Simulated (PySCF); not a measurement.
**Gas-phase thermal properties of SnCl3**

Energies from PySCF (xtb for GFN2), thermal terms from the rigid-rotor harmonic-oscillator model, ideal gas at 1 bar. Open shells (unrestricted): SnCl3 (multiplicity 2). GFN2 has no spin-polarisation term. Sn: scalar-relativistic def2 core potential, no spin-orbit coupling. SnCl3: computed as isolated molecules; such fragments, hydroxides, amides, oligomers or adducts are transient or little studied in the gas. The harmonic model lacks anharmonicity and excited electronic states, which grow with temperature; levels with a mode under 35 cm⁻¹ are left out. Soft modes under 120 cm⁻¹ make the harmonic entropy rough for SnCl3.

| level | point group | σ | ZPE (kJ/mol) | S°298 (J/mol/K) | Cp298 (J/mol/K) | S°1000 (J/mol/K) | H1000 − H298 (kJ/mol) |
|---|---|---|---|---|---|---|---|
| GFN2-xTB | C3v | 3 | 6.3 | 364.3 | 79.6 | 463.3 | 57.6 |
| PBE/def2-SVP | C3v | 3 | 7.7 | 355.6 | 77.9 | 453.8 | 57.2 |
| PBE0/def2-TZVP | C3v | 3 | 8.3 | 351.3 | 77.2 | 449.1 | 57.0 |
σ: rotational symmetry number. Electronic degeneracy used: 2. Frequencies are unscaled.
